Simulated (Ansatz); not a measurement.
`[CH3][Cd][Br]` + `F[Si]Br` → `[Br][Cd][Br]` + `C[Si]F`  (redistribution)

Isolated molecules relaxed with PBE0-D4/def2-TZVP in Ansatz; ΔE leaves out vibrations. CCSD(T)/CBS is the MP2 limit (def2-TZVPP, def2-QZVPP) plus CCSD(T) − MP2 in def2-TZVPP, frozen cores. This one scheme is used for every species. DFT in def2-TZVPP. Elements past krypton have def2 core potentials. For Br, Cd outer-core shells are correlated without core-valence functions, which leaves a few kJ/mol of doubt a bond. Scalar relativity is left out up to krypton.

CCSD(T)/CBS gives -0.08 eV.

**Question.** Another level gave +0.18 eV. Which?
A. B2PLYP/def2-TZVPP
B. BLYP/def2-TZVPP
C. BHLYP/def2-TZVPP
D. LDA (SPW92)/def2-TZVPP

**Answer.** D. LDA (SPW92) 0.18, B2PLYP 0.02, BLYP 0.13, BHLYP -0.16 eV.

Largest T1 diagnostic among the species: 0.014.

From r2SCAN to r2SCAN0 (25 % exact exchange), in def2-TZVPP and without D4, ΔE moves by −0.10 eV. At CCSD(T), def2-SVP lies −0.09 eV from the extrapolated value and def2-TZVPP +0.09 eV. Leaving LDA and LC-ωPBE aside and taking each functional with its dispersion term where it has one, the values, not all of them listed here, spread over 0.29 eV, from BHLYP-D4 to PBE-D4. LDA lies +0.05 eV from PBE without D4.
